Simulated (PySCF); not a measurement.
## 29Si chemical shifts

Method: coordinates at the GFN2-xTB level, shieldings: GIAO PBE0/pcSseg-1, in PySCF (fast rotation and ring inversion assumed for equivalent nuclei, isolated molecule, relativity neglected, single conformer).

Shieldings were converted by a linear fit to measured shifts: 29Si: δ = 279.94 − 0.822σ (rms 8.9 ppm, 72 shifts, 25.8 ppm with the 6 outliers that the fit left out vs TMS, solution or neat liquid). Occasional misses reach two or three times the rms, and more in compound classes unlike the fitted ones.

**Question.** Give the 29Si shifts of `N#C[SiH2]S[SiH2]O[SiH3]`, `C/C=C(/Cl)O[SiH3]`, `N[SiH2]C[SiH3]`, `N[SiH2]C[SiH3]`, `C[SiH2][Si@H](F)c1ccccn1`.

**Answer.** 
| compound | environment | δ (ppm) |
| --- | --- | --- |
| [N:1]#[C:2][SiH2:3][S:4][SiH2:5][O:6][SiH3:7] | Si5: silicon bonded to O, S, 2 H | -24.2 |
| [N:1]#[C:2][SiH2:3][S:4][SiH2:5][O:6][SiH3:7] | Si7: silicon bonded to O, 3 H | -39.2 |
| [N:1]#[C:2][SiH2:3][S:4][SiH2:5][O:6][SiH3:7] | Si3: silicon bonded to C, S, 2 H | -62.6 |
| C/C=C(/Cl)O[SiH3] | silicon bonded to O, 3 H | -40.3 |
| [NH2:1][SiH2:2][CH2:3][SiH3:4] | Si2: silicon bonded to C, N, 2 H | -33.9 |
| [NH2:1][SiH2:2][CH2:3][SiH3:4] | Si4: silicon bonded to C, 3 H | -68.7 |
| [NH2:1][SiH2:2][CH2:3][SiH3:4] | Si2: silicon bonded to C, N, 2 H | -33.9 |
| [NH2:1][SiH2:2][CH2:3][SiH3:4] | Si4: silicon bonded to C, 3 H | -68.7 |
| [CH3:1][SiH2:2][Si@H:3]([F:4])[c:5]1[cH:6][cH:7][cH:8][cH:9][n:10]1 | Si3: silicon bonded to C, F, Si, H | -3.4 |
| [CH3:1][SiH2:2][Si@H:3]([F:4])[c:5]1[cH:6][cH:7][cH:8][cH:9][n:10]1 | Si2: silicon bonded to C, Si, 2 H | -73.7 |

**Question.** Order these by 29Si shift, lowest first.
A. C/C=C(/Cl)O[SiH3]
B. C/C=C/C[SiH2]SCC
C. Cl[C@@H]1CO[SiH2]C1

**Answer.** A (-40.3 ppm, silicon bonded to O, 3 H), B (-26.0 ppm, silicon bonded to C, S, 2 H), C (-7.8 ppm, silicon bonded to C, O, 2 H, in a 5-membered ring).
